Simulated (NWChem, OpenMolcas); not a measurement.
# RuO4 (ruthenium tetroxide): methods side by side

RuO4 has 5 atoms, charge 0, and is taken as a singlet. As SMILES, `[O]=[Ru](=[O])(=[O])=[O]`. Geometry: relaxed at PBE0-D4/def2-TZVP.

Quantity: the HOMO–LUMO gap, in eV. The values are calculated.

| level | kind | program | value (eV) | CPU time |
| --- | --- | --- | --- | --- |
| HF/def2-SVP (core potential) | Hartree–Fock | NWChem | 11.95 | 22 s |
| PBE/def2-SVP (core potential) | GGA | NWChem | 3.44 | 40 s |
| TPSS/def2-SVP (core potential) | meta-GGA | OpenMolcas | 3.52 | 48 s |
| r2SCAN/def2-SVP (core potential) | meta-GGA | OpenMolcas | 3.65 | 44 s |
| B3LYP/def2-SVP (core potential) | global hybrid | OpenMolcas | 4.99 | 40 s |
| BHLYP/def2-SVP (core potential) | global hybrid | OpenMolcas | 7.45 | 29 s |
| M06-2X/def2-SVP (core potential) | hybrid meta-GGA | NWChem | 7.61 | 52 s |
| B2PLYP/def2-SVP (core potential) | double hybrid | OpenMolcas | 7.71 | 24 s |

The values span 3.44 to 11.95 eV. Orbital gaps aren't excitation energies, and those of double hybrids come from the SCF part alone; they tend to grow with the share of exact exchange. CPU times are rough (shared hosts, several kinds of processor and program).
